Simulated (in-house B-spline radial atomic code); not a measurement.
Ionising Sb8+ with different functionals

Computed with a radial B-spline atomic code at the basis-set limit: scalar-relativistic (spin-free X2C) Hamiltonian, Fermi nucleus of rms radius 4.6802 fm, spin-polarised at highest spin, spherical fractional occupations for the functionals, the average over the highest-spin determinants for Hartree-Fock. The ionisation energy is the difference of two self-consistent energies, [Kr] 4d7 → [Kr] 4d6, without Breit or QED terms; ε is the level of the shell that loses the electron (its least bound occupied spin orbital). There is no spin-orbit coupling in this Hamiltonian.

Hybrids are left out here: with spherical fractional occupations of an open shell their exact exchange keeps a self-interaction that integer-occupation calculations don't have.

| method | rung | ΔSCF (eV) | -ε(4d) (eV) |
| --- | --- | --- | --- |
| Hartree-Fock | Hartree-Fock | 161.15 | 162.48 |
| LDA VWN5 | LDA | 163.47 | 152.34 |
| LDA PW92 | LDA | 163.46 | 152.33 |
| LDA exchange-only | LDA | 161.09 | 150.04 |
| PBE | GGA | 163.11 | 152.02 |
| PBEsol | GGA | 163.09 | 152.00 |
| BLYP | GGA | ? | ? |
| RPBE | GGA | 163.06 | 151.97 |
| PW91 | GGA | 163.24 | 152.15 |
| BP86 | GGA | 163.23 | 152.13 |
| AM05 | GGA | 163.19 | 152.08 |
| OLYP | GGA | 163.59 | 152.49 |
| TPSS | meta-GGA | 162.95 | 151.89 |
| SCAN | meta-GGA | 162.72 | 151.84 |
| r2SCAN | meta-GGA | ? | ? |
| revTPSS | meta-GGA | 162.87 | 151.82 |

Problem. What does r2SCAN give?

Solution. ΔSCF 162.73 eV, and -ε(4d) = 151.87 eV.

Problem. What does BLYP give?

Solution. ΔSCF 162.90 eV, and -ε(4d) = 151.80 eV.

Problem. How do they compare with the NIST value?

Solution. NIST lists 162 eV ± 2.2 (tabulated theory, ground level to ground level). Errors run from -0.91 to +1.59 eV; all lie within about twice that uncertainty, so the table can't rank the methods. Hartree-Fock also lacks correlation.
